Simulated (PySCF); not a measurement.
# From computed data to an observable: entropy of an ideal gas

H3P2, SMILES [PH]P, multiplicity 2.

Coordinates come from a PBE0-D3(BJ)/def2-TZVP optimisation. The isomer is the one that the SMILES or the coordinates give; other isomers of the formula were not compared.

PySCF 2.14.0 with PBE0-D3(BJ)/def2-TZVP gives the harmonic wavenumbers 306, 447, 612, 619, 899, 1086, 2384, 2394, 2427 cm⁻¹ and the rotational temperatures 4.1754, 0.3053, 0.2961 K. The molar mass is 64.97 g/mol, the symmetry number 1, the spin multiplicity 2.

Q: Work out the entropy at 298.15 K and 1 atm in the rigid-rotor, harmonic-oscillator model.

A: 
Translation (Sackur–Tetrode at 1 atm): S = R[1.5 ln M + 2.5 ln T − 1.16487] = 160.8 J/(mol K).
Rotation: q = (√π/σ) T^1.5/√(θA θB θC) = 14900, S = R[ln q + 3/2] = 92.3 J/(mol K).
Vibration: with u = 1.4388 ν/T, each mode gives R[u/(e^u − 1) − ln(1 − e^−u)]:
```csv
ν (cm⁻¹),modes,u,S (J/(mol K))
306,1,1.48,5.79
447,1,2.16,3.37
612,1,2.95,1.80
619,1,2.99,1.75
899,1,4.34,0.59
1086,1,5.24,0.28
```
The stiffer modes add less than 0.005 each. Sum 13.6 J/(mol K).
Spin: R ln 2 = 5.8 J/(mol K).
Total 272.5 J/(mol K); the program's own thermochemistry gives 272.5. Translation makes up 59 % and vibration 5 %. Anharmonicity, hindered rotation and orbital degeneracy are left out.
